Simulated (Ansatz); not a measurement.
Cost and result for the atomization energy of `O[SiH](F)[O][GeH3]` (10 atoms, 9 bonds).

```xyz
10

O     0.724   -0.968   -1.412
Si    1.273    0.193   -0.403
F     1.324    1.567   -1.212
O     0.265    0.292    0.841
Ge   -1.490    0.035    1.053
H     1.052   -0.989   -2.312
H     2.641   -0.057    0.079
H    -1.841    0.778    2.347
H    -1.727   -1.475    1.181
H    -2.222    0.624   -0.161
```

The species carries charge 0 and has multiplicity 1. Correlated methods include outer-core shells of Ge, which these sets cover unevenly. Scalar relativity is left out up to krypton. The geometry is a stationary point of PBE0-D4/def2-TZVP. It is one conformer, not always the lowest. Program: Ansatz. Hardware: A = 2 threads of an AMD EPYC 7R13 on a shared host; B = 2 threads of an AMD EPYC 7R13 on a shared host and a share of an NVIDIA H100 80 GB. Times are those of one run each, without the atoms' runs, and a repeat can differ threefold. Electronic energies, without spin–orbit coupling; frozen cores. CCSD(T)/CBS adds CCSD(T) − MP2 in def2-TZVPP to the MP2 limit, and its time is that of the two runs behind it. T1 = 0.012. With those shells the extrapolation isn't a true limit. B3LYP takes the VWN-RPA correlation (the form of Gaussian; ORCA's B3LYP/G).

CCSD(T)/CBS is a level of theory with its own doubt, some kJ/mol a heavy atom from the limit and from the frozen cores, so smaller differences don't rank the functionals.

```
                                 level  functions  wall time  atomization (kJ/mol)  difference from CCSD(T)/CBS  per bond
   PBE-D4/def2-TZVPP (with forces) [A]        253        4 s                3605.9                        -38.6      -4.3
                PBE0-D4/def2-TZVPP [A]        253      5.5 s                3540.9                       -103.6     -11.5
r2SCAN-D4/def2-TZVPP (with forces) [A]        253        7 s                3613.8                        -30.7      -3.4
 B3LYP-D4/def2-TZVPP (with forces) [A]        253      8.5 s                3581.1                        -63.4      -7.1
                 B2PLYP/def2-TZVPP [A]        253      8.5 s                3569.5                        -75.0      -8.3
                ωB97X-V/def2-TZVPP [A]        253       12 s                3628.5                        -16.0      -1.8
                CCSD(T)/def2-TZVPP [B]        253       16 s                3544.9                        -99.6     -11.1
                    MP2/def2-QZVPP [B]        480       16 s                3684.0                         39.5       4.4
  ωB97M-V/def2-TZVPP (with forces) [A]        253       17 s                3609.0                        -35.5      -3.9
                     CCSD(T)/CBS(def2)          –       32 s                3644.5                          0.0       0.0
```

In def2-TZVPP, CCSD(T) changes the Hartree–Fock value by +922.0 kJ/mol (the triples alone add +49.2 kJ/mol) and MP2 by +1000.1 kJ/mol; breaking electron pairs costs correlation energy, which Hartree–Fock lacks. The D4 term adds +34.1 kJ/mol with B3LYP and +17.9 kJ/mol with PBE0; it sums over pairs of atoms, weighted by their polarisabilities, and B3LYP, whose exchange is more repulsive, gets the larger term. From PBE to PBE0 (25 % exact exchange), in def2-TZVPP and without D4, the atomization energy moves by −61.8 kJ/mol: exact exchange takes away binding that semilocal exchange gives to molecules.
